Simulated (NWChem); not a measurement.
System: ZrNH5; SMILES [NH2][ZrH3]

Excerpt of the output:

```
             Northwest Computational Chemistry Package (NWChem) 7.3.0
             --------------------------------------------------------

 CS  symmetry detected

                             Geometry "geometry" -> ""
                             -------------------------

 Output coordinates in angstroms (scale by  1.889725989 to convert to a.u.)

  No.       Tag          Charge          X              Y              Z
 ---- ---------------- ---------- -------------- -------------- --------------
    1 Zr                  40.0000     0.00319551    -0.33506699     0.00000000
    2 N                    7.0000     0.00700590     1.65662157     0.00000000
    3 H                    1.0000     0.01438001     2.25138819     0.82923341
    4 H                    1.0000     0.01438001     2.25138819    -0.82923341
    5 H                    1.0000     0.79741205    -0.96135692     1.56493189
    6 H                    1.0000     0.79741205    -0.96135692    -1.56493189
    7 H                    1.0000    -1.80044573    -0.77373389     0.00000000

 Effective nuclear repulsion energy (a.u.)     136.6368659328

      Symmetry information
      --------------------

 Group name             Cs
 Group number              2
 Group order               2
 No. of unique centers     5

 Summary of "ao basis" -> "ao basis" (spherical)
 ------------------------------------------------------------------------------
       Tag                 Description            Shells   Functions and Types
 ---------------- ------------------------------  ------  ---------------------
 Zr                         def2-svp                11       31   5s3p2d1f
 N                          def2-svp                 6       14   3s2p1d
 H                          def2-svp                 3        5   2s1p

      Symmetry analysis of basis
      --------------------------

        a'         45
        a"         25

            General Information
            -------------------
          SCF calculation type: DFT
          Wavefunction type:  closed shell.
          No. of atoms     :     7
          No. of electrons :    24
           Alpha electrons :    12
            Beta electrons :    12
          Charge           :     0
          Spin multiplicity:     1
          Use of symmetry is: on ; symmetry adaption is: on
          Maximum number of iterations: 150
          AO basis - number of functions:    70
                     number of shells:    32
          Convergence on energy requested:  1.00D-06
          Convergence on density requested:  1.00D-05
          Convergence on gradient requested:  5.00D-04

              XC Information
              --------------
          PerdewBurkeErnzerhof Exchange Functional  1.000
            Perdew 1991 LDA Correlation Functional  1.000 local
           PerdewBurkeErnz. Correlation Functional  1.000 non-local

             Grid Information
             ----------------
          Grid used for XC integration:  medium
          Radial quadrature: Mura-Knowles
          Angular quadrature: Lebedev.
          Tag              B.-S. Rad. Rad. Pts. Rad. Cut. Ang. Pts.
          ---              ---------- --------- --------- ---------
          Zr                  1.55      123          10.0       590
          N                   0.65       49           9.0       434
          H                   0.35       45          11.0       434
          Grid pruning is: on
          Number of quadrature shells:   307
          Spatial weights used:  Erf1

      Superposition of Atomic Density Guess
      -------------------------------------

 Sum of atomic energies:        -110.24006131

      Non-variational initial energy
      ------------------------------

 Total energy =    -103.333937
 1-e energy   =    -251.917822
 2-e energy   =      98.818956
 HOMO         =      -0.317398
 LUMO         =      -0.010352

      Symmetry analysis of molecular orbitals - initial
      -------------------------------------------------

  Numbering of irreducible representations:

     1 a'          2 a"

  Orbital symmetries:

     1 a'          2 a'          3 a'          4 a"          5 a'
     6 a'          7 a"          8 a'          9 a'         10 a'
    11 a'         12 a"         13 a"         14 a'         15 a'
    16 a"         17 a'         18 a'         19 a"         20 a'
    21 a'         22 a'

     ---------------------------------------------
      Total Density - Mulliken Population Analysis
     ---------------------------------------------

    Atom       Charge   Shell Charges
 -----------   ------   -------------------------------------------------------
    1 Zr  12    10.31  -0.48  1.60  0.89  0.60  0.20  5.82  0.37  0.13  0.95  0.19  0.04
    2 N    7     7.97   1.99  1.06  0.49  2.67  1.76  0.00
    3 H    1     0.74   0.58  0.11  0.04
    4 H    1     0.74   0.58  0.11  0.04
    5 H    1     1.41   0.78  0.63  0.00
    6 H    1     1.41   0.78  0.63  0.00
    7 H    1     1.41   0.78  0.63  0.00

   convergence    iter        energy       DeltaE   RMS-Dens  Diis-err
 ---------------- ----- ----------------- --------- --------- ---------
 d= 0,ls=0.0,diis     1   -104.5140719934 -1.54D+02  4.39D-02  7.79D-01
 d= 0,ls=0.0,diis     2   -102.4166288788  2.10D+00  3.31D-02  1.47D+01
 d= 0,ls=0.0,diis     3   -104.6475256615 -2.23D+00  6.30D-03  5.32D-02
 d= 0,ls=0.0,diis     4   -104.6483069142 -7.81D-04  2.87D-03  7.47D-02
 d= 0,ls=0.0,diis     5   -104.6589836921 -1.07D-02  6.57D-04  1.93D-03
  Resetting Diis
 d= 0,ls=0.0,diis     6   -104.6593599360 -3.76D-04  9.83D-05  6.48D-05
 d= 0,ls=0.0,diis     7   -104.6593682595 -8.32D-06  4.01D-05  2.63D-06
 d= 0,ls=0.0,diis     8   -104.6593676980  5.61D-07  2.61D-05  7.30D-06
 d= 0,ls=0.0,diis     9   -104.6593685231 -8.25D-07  1.02D-05  8.99D-07
 d= 0,ls=0.0,diis    10   -104.6593686292 -1.06D-07  2.76D-06  3.41D-08

         Total DFT energy =     -104.659368629156
      One electron energy =     -254.331481366833
           Coulomb energy =      114.428450897437
    Exchange-Corr. energy =      -14.521266569508
 Nuclear repulsion energy =       49.764928409749

 Numeric. integr. density =       23.999997963918

                  Occupations of the irreducible representations
                  ----------------------------------------------

                     irrep           alpha         beta
                     --------     --------     --------
                     a'                9.0          9.0
                     a"                3.0          3.0

                       DFT Final Molecular Orbital Analysis
                       ------------------------------------

 Vector   10  Occ=2.000000D+00  E=-2.554602D-01  Symmetry=a'
              MO Center= -1.6D-01,  9.8D-01,  2.0D-15, r^2= 2.3D+00
   Bfn.  Coefficient  Atom+Function         Bfn.  Coefficient  Atom+Function
  ----- ------------  ---------------      ----- ------------  ---------------
    35      0.482618  2 N  px                38     -0.378311  2 N  px
    15     -0.297862  1 Zr d -2              66     -0.176819  7 H  s
    19     -0.117674  1 Zr d  2              67     -0.108234  7 H  s
    20     -0.094174  1 Zr d -2               4     -0.091339  1 Zr s
     2      0.089498  1 Zr s                 17      0.067963  1 Zr d  0

 Vector   11  Occ=2.000000D+00  E=-2.412895D-01  Symmetry=a"
              MO Center=  6.3D-01, -8.2D-01, -2.4D-13, r^2= 2.9D+00
   Bfn.  Coefficient  Atom+Function         Bfn.  Coefficient  Atom+Function
  ----- ------------  ---------------      ----- ------------  ---------------
    18      0.329020  1 Zr d  1              56     -0.308664  5 H  s
    61      0.308664  6 H  s                 16      0.261666  1 Zr d -1
    57     -0.232245  5 H  s                 62      0.232245  6 H  s
     8      0.229802  1 Zr pz                11     -0.091897  1 Zr pz
    14     -0.063174  1 Zr pz                23      0.057992  1 Zr d  1

 Vector   12  Occ=2.000000D+00  E=-2.372885D-01  Symmetry=a'
              MO Center= -8.2D-01, -3.4D-01,  3.7D-13, r^2= 3.1D+00
   Bfn.  Coefficient  Atom+Function         Bfn.  Coefficient  Atom+Function
  ----- ------------  ---------------      ----- ------------  ---------------
    66      0.350755  7 H  s                 17     -0.300615  1 Zr d  0
    67      0.260117  7 H  s                  6      0.238286  1 Zr px
    19      0.215208  1 Zr d  2              35      0.215642  2 N  px
    38     -0.176487  2 N  px                56     -0.142250  5 H  s
    61     -0.142250  6 H  s                 57     -0.111678  5 H  s

 Vector   13  Occ=0.000000D+00  E=-1.041789D-01  Symmetry=a"
              MO Center= -5.8D-02, -3.5D-01, -2.8D-15, r^2= 2.1D+00
   Bfn.  Coefficient  Atom+Function         Bfn.  Coefficient  Atom+Function
  ----- ------------  ---------------      ----- ------------  ---------------
    16      0.613391  1 Zr d -1              18     -0.556625  1 Zr d  1
    23     -0.209107  1 Zr d  1              21      0.204111  1 Zr d -1
    47     -0.132927  3 H  s                 52      0.132927  4 H  s
    46     -0.089186  3 H  s                 51      0.089186  4 H  s
    14     -0.049156  1 Zr pz                 8      0.028318  1 Zr pz

 Vector   14  Occ=0.000000D+00  E=-8.803422D-02  Symmetry=a'
              MO Center=  2.8D-01, -5.0D-01, -3.0D-14, r^2= 2.9D+00
   Bfn.  Coefficient  Atom+Function         Bfn.  Coefficient  Atom+Function
  ----- ------------  ---------------      ----- ------------  ---------------
    17      0.511382  1 Zr d  0              15      0.484694  1 Zr d -2
    19     -0.273001  1 Zr d  2              22      0.235344  1 Zr d  0
    12     -0.229238  1 Zr px                 6      0.153650  1 Zr px
    67      0.152550  7 H  s                 38     -0.139957  2 N  px
    20      0.138485  1 Zr d -2              35      0.119208  2 N  px

 Vector   15  Occ=0.000000D+00  E=-6.184669D-02  Symmetry=a"
              MO Center= -2.0D-01, -1.3D-01, -1.5D-13, r^2= 4.6D+00
   Bfn.  Coefficient  Atom+Function         Bfn.  Coefficient  Atom+Function
  ----- ------------  ---------------      ----- ------------  ---------------
    16      0.481093  1 Zr d -1              18      0.427296  1 Zr d  1
    14      0.406209  1 Zr pz                57      0.278706  5 H  s
    62     -0.278706  6 H  s                  8     -0.229259  1 Zr pz
    23      0.218343  1 Zr d  1              21      0.209288  1 Zr d -1
    47     -0.174344  3 H  s                 52      0.174344  4 H  s

     ---------------------------------------------
      Total Density - Mulliken Population Analysis
     ---------------------------------------------

    Atom       Charge   Shell Charges
 -----------   ------   -------------------------------------------------------
    1 Zr  12    11.30  -0.49  1.68  0.84  0.58  0.10  5.85  0.39  0.15  1.85  0.33  0.04
    2 N    7     7.36   1.99  1.00  0.48  2.42  1.47  0.01
    3 H    1     0.85   0.70  0.11  0.05
    4 H    1     0.85   0.70  0.11  0.05
    5 H    1     1.21   0.72  0.49  0.01
    6 H    1     1.21   0.72  0.49  0.01
    7 H    1     1.20   0.72  0.48  0.01

     -------------------------------------------
      Total Density - Lowdin Population Analysis
     -------------------------------------------

    Atom       Charge   Shell Charges
 -----------   ------   -------------------------------------------------------
    1 Zr  12    11.69   0.00  0.96  0.97  0.44  0.24  5.33  0.95  0.26  1.69  0.76  0.08
    2 N    7     7.10   1.97  0.73  0.44  2.22  1.71  0.02
    3 H    1     0.90   0.58  0.20  0.13
    4 H    1     0.90   0.58  0.20  0.13
    5 H    1     1.14   0.65  0.48  0.01
    6 H    1     1.14   0.65  0.48  0.01
    7 H    1     1.13   0.64  0.47  0.01

     Multipole analysis of the density
     ---------------------------------

     L   x y z        total         alpha         beta         nuclear
     -   - - -        -----         -----         ----         -------
     0   0 0 0     -0.000000    -12.000000    -12.000000     24.000000

     1   1 0 0      0.167276      0.168179      0.168179     -0.169082
     1   0 1 0      0.985493     -8.371841     -8.371841     17.729174
     1   0 0 1      0.000000      0.000000      0.000000      0.000000

     2   2 0 0    -28.566831    -22.343694    -22.343694     16.120557
     2   1 1 0      0.256910      0.140927      0.140927     -0.024944
     2   1 0 1      0.000000      0.000000      0.000000      0.000000
     2   0 2 0    -20.535335    -69.444809    -69.444809    118.354284
     2   0 1 1      0.000000      0.000000      0.000000      0.000000
     2   0 0 2    -26.569046    -24.485666    -24.485666     22.402285
```

Level: PBE/def2-SVP with def2 effective core potentials on Zr. All runs use the structure optimised with PBE0/def2-SVP. def2 effective core potentials on Zr; no spin-orbit coupling.

### Question
Which NWChem input produces such a log?

### Answer
This is not unique; one that fits is the input that was run:
```
start job
memory heap 200 mb stack 900 mb global 1100 mb
geometry units angstroms noautoz
  Zr    -0.000288    -0.301471     0.100712
  N      0.000922     1.688630     0.021123
  H      0.830788     2.282321     0.004910
  H     -0.827676     2.284046     0.002264
  H      1.562385    -0.894397     0.924420
  H     -1.567470    -0.893513     0.916488
  H      0.004256    -0.815278    -1.682974
end
basis spherical
  * library def2-svp
end
ecp
  Zr library def2-ecp
end
dft
  xc xpbe96 cpbe96
  iterations 150
  mulliken
end
task dft energy
```
